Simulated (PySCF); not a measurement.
# Working out the ionisation energy of Fe¹²⁺

Fe¹²⁺ [Ne] 3s2 3p2 (3P) → Fe¹³⁺ [Ne] 3s2 3p1 (2P). Computed with PySCF 2.14 in an even-tempered Gaussian basis (19 s from 0.69 bohr⁻², ratio 2.5; 12 p from 0.9 bohr⁻², ratio 2.5; 5 d from 5 bohr⁻², ratio 2.7; 4 f from 7.5 bohr⁻², ratio 2.7), with the spin-free X2C one-electron Hamiltonian (Gaussian nucleus). Frozen: 1s2; the 22 highest virtual orbitals dropped. Energies in hartree (1 hartree = 27.21139 eV):

```json
{"part": "UHF", "Fe¹²⁺ (lower)": "-1210.340890", "Fe¹³⁺ (upper)": "-1197.169511"}
{"part": "MP2 opposite-spin", "Fe¹²⁺ (lower)": "-0.326356", "Fe¹³⁺ (upper)": "-0.316434"}
{"part": "MP2 same-spin", "Fe¹²⁺ (lower)": "-0.112293", "Fe¹³⁺ (upper)": "-0.100885"}
```

Problem. What does Hartree-Fock give?

Solution. (-1197.169511) − (-1210.340890) = 13.171379 hartree = 358.411 eV.

Problem. What do MP2 and SCS-MP2 (6/5 opposite-spin, 1/3 same-spin) give?

Solution. The opposite-spin parts differ by 0.270 eV and the same-spin parts by 0.310 eV. MP2: 358.411 + (0.270) + (0.310) = 358.991 eV. SCS-MP2: 358.411 + 1.2 × (0.270) + (0.310)/3 = 358.838 eV.

A first-order spin-orbit estimate adds -0.063 eV to MP2 (outer shells), giving 358.928 eV against 361 ± 0.7 eV (semi-empirical (NIST evaluation); NIST Atomic Spectra Database, ionization energies).

What remains against the reference includes basis incompleteness, the frozen core and correlation beyond second order.
